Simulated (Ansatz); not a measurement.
Ansatz (a quantum-chemistry and plane-wave program) input:

Ansatz 0.2 input:
```yaml
crystal:
  periodic: [false, false, false]
  atoms:
    - {symbol: C, position_ang: [-1.18935895, 1.73282702, -0.80322590]}
    - {symbol: C, position_ang: [-1.18586824, 0.33392369, -0.16987108]}
    - {symbol: C, position_ang: [-1.83118578, -0.69611308, -1.10826892]}
    - {symbol: Si, position_ang: [0.52807255, -0.18450155, 0.36024054]}
    - {symbol: O, position_ang: [1.41062399, -0.24217203, -1.03377810]}
    - {symbol: O, position_ang: [1.19635940, 0.83066646, 1.46654223]}
    - {symbol: O, position_ang: [0.54952211, -1.61943781, 1.16127628]}
    - {symbol: H, position_ang: [-0.58129898, 1.75440671, -1.70999714]}
    - {symbol: H, position_ang: [-0.80022300, 2.49085411, -0.11935951]}
    - {symbol: H, position_ang: [-2.20429213, 2.03360561, -1.07698380]}
    - {symbol: H, position_ang: [-1.77771224, 0.37474415, 0.75215850]}
    - {symbol: H, position_ang: [-2.84502033, -0.39174533, -1.38212528]}
    - {symbol: H, position_ang: [-1.25598393, -0.80101021, -2.03051095]}
    - {symbol: H, position_ang: [-1.90400790, -1.68242393, -0.64372358]}
    - {symbol: H, position_ang: [2.33241054, -0.50530255, -0.96650842]}
    - {symbol: H, position_ang: [1.38013918, 1.72936774, 1.18545798]}
    - {symbol: H, position_ang: [0.24940711, -2.39575314, 0.68409645]}
basis:
  gaussian:
    orbitals: def2-TZVPD
hamiltonian:
  xc: {name: PBE}
output: {forces: true}
```

**Question.** What final total energy does it print?

**Answer.** -635.27291 Eh (PBE/def2-TZVPD). The basis has 364 functions.
